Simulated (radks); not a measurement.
Coulomb parameter of the 4d shell of the molybdenum ion Mo3+ in the model configuration [Kr] 4d2 5p1, as a second difference U = [E(n + 0.25) + E(n - 0.25) - 2 E(n)] / (0.25)^2 with all orbitals relaxed. "Bare": the charge of the atom changes with n. "Screened": the 5p shell takes up the change at fixed total charge, which measures U(4d,4d) + U(5p,5p) - 2 U(4d,5p). Method: scalar-relativistic Kohn-Sham, PBE, spin-unpolarised, spherical densities, point nucleus; computed with a radial shooting solver on a logarithmic mesh with Libxc functionals.

[
 {"case": "start", "configuration": "[Kr] 4d2 5p1", "E - E(n) (eV)": "0.000"},
 {"case": "bare +0.25", "configuration": "[Kr] 4d2.25 5p1", "E - E(n) (eV)": "-8.895"},
 {"case": "bare -0.25", "configuration": "[Kr] 4d1.75 5p1", "E - E(n) (eV)": "9.712"},
 {"case": "screened +0.25", "configuration": "[Kr] 4d2.25 5p0.75", "E - E(n) (eV)": "-3.552"},
 {"case": "screened -0.25", "configuration": "[Kr] 4d1.75 5p1.25", "E - E(n) (eV)": "3.697"}
]

U(bare) = 13.075 eV, U(screened by 5p) = 2.321 eV, against the Slater integral F0(4d,4d) = 15.876 eV with frozen orbitals.
